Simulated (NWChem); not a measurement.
System: C2HCl2F; SMILES C(Cl)(=CF)Cl

The following NWChem deck was run.

```
start job
memory heap 200 mb stack 900 mb global 1100 mb
geometry units angstroms noautosym nocenter noautoz
  F      0.881831     2.125801     0.000000
  C      1.124483     0.812526     0.000000
  C      0.137774    -0.085350     0.000000
  Cl    -1.530144     0.373117     0.000000
  Cl     0.492660    -1.786456     0.000000
  H      2.176177     0.550129     0.000000
end
basis spherical
  F library sto-3g
  C library sto-3g
  Cl library sto-3g
  H library sto-3g
end
dft
  xc hfexch
  iterations 150
end
property
  shielding
end
task dft property
```

NWChem printed, in part:

```
             Northwest Computational Chemistry Package (NWChem) 7.3.0
             --------------------------------------------------------

                             Geometry "geometry" -> ""
                             -------------------------

 Output coordinates in angstroms (scale by  1.889725989 to convert to a.u.)

  No.       Tag          Charge          X              Y              Z
 ---- ---------------- ---------- -------------- -------------- --------------
    1 F                    9.0000     0.88183100     2.12580100     0.00000000
    2 C                    6.0000     1.12448300     0.81252600     0.00000000
    3 C                    6.0000     0.13777400    -0.08535000     0.00000000
    4 Cl                  17.0000    -1.53014400     0.37311700     0.00000000
    5 Cl                  17.0000     0.49266000    -1.78645600     0.00000000
    6 H                    1.0000     2.17617700     0.55012900     0.00000000

 Effective nuclear repulsion energy (a.u.)     262.1635274793

  xc_inp: hfexch multiplicative factor not found.
                              NWChem Property Module
                              ----------------------

  itol2e modified to match energy
  convergence criterion.

                                 NWChem DFT Module
                                 -----------------

 Summary of "ao basis" -> "ao basis" (spherical)
 ------------------------------------------------------------------------------
       Tag                 Description            Shells   Functions and Types
 ---------------- ------------------------------  ------  ---------------------
 F                           sto-3g                  3        5   2s1p
 C                           sto-3g                  3        5   2s1p
 Cl                          sto-3g                  5        9   3s2p
 H                           sto-3g                  1        1   1s

  itol2e modified to match energy
  convergence criterion.

[...]

          -----------------------------------------
          Chemical Shielding Tensors (GIAO, in ppm)
          -----------------------------------------

                                NWChem CPHF Module
                                ------------------

  scftype          =     RHF
  nclosed          =       28
  nopen            =        0
  variables        =      168
  # of vectors     =        3
  tolerance        = 0.10D-03
  level shift      = 0.00D+00
  max iterations   =       50
  max subspace     =       30

 SCF residual:    1.6393603045028122E-005

Iterative solution of linear equations
  No. of variables      168
  No. of equations        3
  Maximum subspace       30
        Iterations       50
       Convergence  1.0D-04

   iter   nsub   residual    time
   ----  ------  --------  ---------
     1      3    1.51D+00       3.2
     2      6    1.58D-01       3.4
     3      9    2.44D-02       3.7
     4     12    5.76D-03       3.9
     5     15    1.18D-03       4.2
     6     18    1.93D-04       4.4
     7     21    4.33D-05       4.6

      Atom:    1  F
        Diamagnetic
    439.7564     -5.3420      0.0000
     -5.3420    485.0473     -0.0000
      0.0000     -0.0000    436.8611

        Paramagnetic
   -151.7575     14.4574     -0.0000
     14.4574   -135.4203     -0.0000
     -0.0000     -0.0000     72.0975

        Total Shielding Tensor
    287.9989      9.1153     -0.0000
      9.1153    349.6270     -0.0000
     -0.0000     -0.0000    508.9587

           isotropic =     382.1948
          anisotropy =     190.1457

          Principal Components and Axis System
                 1           2           3
              508.9587    350.9470    286.6789

      1         0.0000      0.1433      0.9897
      2         0.0000      0.9897     -0.1433
      3         1.0000      0.0000      0.0000

      Atom:    2  C
        Diamagnetic
    262.6006      5.3730     -0.0000
      5.3730    266.2647     -0.0000
     -0.0000     -0.0000    239.5176

        Paramagnetic
   -194.4035     48.5497      0.0000
     48.5497   -174.3048      0.0000
      0.0000      0.0000    -62.4769

        Total Shielding Tensor
     68.1971     53.9227      0.0000
     53.9227     91.9600      0.0000
      0.0000      0.0000    177.0408

           isotropic =     112.3993
          anisotropy =      96.9622

          Principal Components and Axis System
                 1           2           3
              177.0408    135.2947     24.8624

      1         0.0000      0.6264      0.7795
      2         0.0000      0.7795     -0.6264
      3         1.0000      0.0000      0.0000

      Atom:    3  C
        Diamagnetic
    266.0745     -1.4463     -0.0000
     -1.4463    267.2790     -0.0000
     -0.0000     -0.0000    235.0971

        Paramagnetic
   -155.5443     51.2226     -0.0000
     51.2226   -175.5928     -0.0000
     -0.0000     -0.0000    -72.7368

        Total Shielding Tensor
    110.5302     49.7762     -0.0000
     49.7762     91.6861     -0.0000
     -0.0000     -0.0000    162.3603

           isotropic =     121.5255
          anisotropy =      61.2522

          Principal Components and Axis System
                 1           2           3
              162.3603    151.7683     50.4480

      1         0.0000      0.7701     -0.6380
      2         0.0000      0.6380      0.7701
      3         1.0000      0.0000      0.0000

      Atom:    4  Cl
        Diamagnetic
   1135.6813     -3.9659     -0.0000
     -3.9659   1123.5828     -0.0000
     -0.0000     -0.0000   1120.2352

[...]
```

Level: Hartree-Fock/STO-3G, GIAO. STO-3G and 3-21G are far too small for this property and stand as cheap habits. Structure relaxed at the B3LYP/6-31G* (spherical d) level. The printed shielding anisotropy is the first printed principal value minus the mean of the other two.
